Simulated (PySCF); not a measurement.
C₂H₈BFS.
Structure used (PBE0-D3(BJ)/def2-SVP), in Å, numbered top down from 1:
```xyz
13
C2H8BFS angstrom
B      1.5528   -0.6239    0.5354
S      0.3021    0.0436   -0.7994
C     -0.3064    1.5966   -0.1247
C     -1.1404   -1.0052   -0.4676
F     -2.2109   -0.6046   -1.1934
H      0.9394   -0.6029    1.5929
H      1.8287   -1.7349    0.1122
H      2.4718    0.1729    0.4543
H     -1.2062    1.8993   -0.6757
H     -0.5109    1.4768    0.9486
H      0.4896    2.3386   -0.2681
H     -1.3625   -0.9499    0.6104
H     -0.8355   -2.0270   -0.7419
```

Theory: PySCF 2.14.0, PBE0-D3(BJ)/def2-SVP geometry optimisation, gas phase.

Masses are those of the commonest isotopes; rigid-rotor values at the optimised geometry. The values belong to one conformer with, in the numbering `[BH3-:1][S@+:2]([CH3:3])[CH2:4][F:5]`, B1–S2–C4–F5 173°.

**Question.** Give the principal moments of inertia and the rotational constants in cm⁻¹.

**Answer.** Ia = 87.06, Ib = 182.61, Ic = 233.49 u·Å²; 505379 MHz·u·Å²/I gives 5805, 2768 and 2164 MHz, that is A = 0.19362, B = 0.09232, C = 0.07220 cm⁻¹.

**Question.** Classify the top.

**Answer.** An asymmetric top. Ray's parameter κ = (2B − A − C)/(A − C) = -0.669; −1 is the prolate and +1 the oblate limit.

**Question.** Is it planar, by Δ = Ic − Ia − Ib?

**Answer.** Not planar: Δ = Ic − Ia − Ib = -36.19 u·Å². For a rigid frame Δ = −2 Σ m c², so Σ m c² = 18.09 u·Å² lies off the ab plane: 6.46 from hydrogen and 11.63 from heavier atoms. The atom farthest from that plane is 1.54 Å away.

**Question.** Give the other two planar moments, Paa and Pbb, and the rms extents of the mass along the axes.

**Answer.** Paa = Σ m a² = (Ib + Ic − Ia)/2 = 164.52 and Pbb = Σ m b² = (Ia + Ic − Ib)/2 = 68.97 u·Å². With the mass M = 94.04 u, the rms extents √(P/M) along a, b and c are 1.32, 0.86, 0.44 Å.

**Question.** List the rotational levels J(Ka,Kc) to J = 4 (MHz).

**Answer.** Above 0(0,0):
J = 1: 1(0,1) 4932, 1(1,1) 7969, 1(1,0) 8572
J = 2: 2(0,2) 14715, 2(1,2) 17230, 2(1,1) 19039, 2(2,1) 28151, 2(2,0) 28232
J = 3: 3(0,3) 29195, 3(1,3) 31074, 3(1,2) 34685, 3(2,2) 42947, 3(2,1) 43343, 3(3,1) 59688, 3(3,0) 59695
J = 4: 4(0,4) 48187, 4(1,4) 49452, 4(1,3) 55435, 4(2,3) 62611, 4(2,2) 63744, 4(3,2) 79560, 4(3,1) 79607, 4(4,1) 102802, 4(4,0) 102803

**Question.** Predict some low-J microwave lines.

**Answer.** The dipole components are |μa| = 2.47 D, |μb| = 2.08 D, |μc| = 0.23 D. The squared components, which scale the intensities, stand as 1.00 : 0.71 : 0.01 (a : b : c). Some lines, for components of 0.1 D or more:

```
type  branch         J(Ka,Kc)    MHz  lower level (cm⁻¹)
   a       Q  3(2,1) ← 3(2,2)    397               1.433
   a       Q  1(1,0) ← 1(1,1)    603               0.266
   a       Q  2(1,1) ← 2(1,2)   1809               0.575
   c       Q  2(1,2) ← 2(0,2)   2515               0.491
   c       Q  1(1,1) ← 1(0,1)   3037               0.165
   b       Q  3(1,2) ← 3(0,3)   5490               0.974
   b       R  2(0,2) ← 1(1,1)   6746               0.266
   b       R  1(1,1) ← 0(0,0)   7969               0.000
   c       R  1(1,0) ← 0(0,0)   8572               0.000
   b       Q  3(2,1) ← 3(1,2)   8658               1.157
   c       Q  2(2,1) ← 2(1,1)   9111               0.635
   b       Q  2(2,0) ← 2(1,1)   9193               0.635
   a       R  2(0,2) ← 1(0,1)   9783               0.165
   b       Q  3(2,2) ← 3(1,3)  11873               1.037
   b       R  2(1,2) ← 1(0,1)  12298               0.165
   a       R  3(1,3) ← 2(1,2)  13844               0.575
   a       R  3(2,2) ← 2(2,1)  14796               0.939
   a       R  3(2,1) ← 2(2,0)  15112               0.942
   b       Q  3(3,0) ← 3(2,1)  16351               1.446
   c       R  2(2,0) ← 1(1,0)  19660               0.286
   c       R  2(2,1) ← 1(1,1)  20182               0.266
   b       R  2(2,0) ← 1(1,1)  20263               0.266
   b       R  3(2,2) ← 2(1,1)  23907               0.635
   c       R  3(2,1) ← 2(1,1)  24304               0.635
   b       R  3(2,1) ← 2(1,2)  26113               0.575
   b       R  3(3,0) ← 2(2,1)  31544               0.939
```

**Question.** Estimate the classical rotational partition function at 25 K, 50 K and 500 K.

**Answer.** Point group C1, symmetry number σ = 1; q = (√π/σ)·√((kT/h)³/(ABC)), k/h = 20836.6 MHz/K: 3570 at 25 K, 10100 at 50 K, 320000 at 500 K.

No PBE0-D3(BJ)/def2-SVP frequencies stand behind this structure, so it isn't proved a minimum. These are rigid-rotor constants of the computed structure; measured ground-state constants (B0) also hold zero-point vibration. A rigid rotor knows nothing of internal rotation, which can split or shift real lines. Quadrupole hyperfine structure (11B) is left out.
